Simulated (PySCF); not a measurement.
AlCl2H3O2Si, SMILES [OH][Al]([OH])[SiH](Cl)Cl. Geometry optimised at B3LYP-D3(BJ)/def2-SVP. The structure was generated by enumeration; whether it is a known compound was not checked. Other conformers were not sampled.

Give the equilibrium geometry at B3LYP-D3(BJ)/def2-SVP (PySCF confirms it by a frequency run) as a Z-matrix. (An estimate is asked for; the answer gives what the named calculation found.)

Several could match; the one computed here: 
```
Al
O 1 1.6961
H 2 0.9620 1 126.45
O 1 1.6994 2 120.12 3 1.71
H 4 0.9612 1 127.66 2 178.50
Si 1 2.4268 2 117.30 3 -176.97
H 6 1.4865 1 120.04 2 -31.99
Cl 6 2.0930 7 106.63 1 -122.78
Cl 6 2.0965 7 106.52 8 -115.71
```
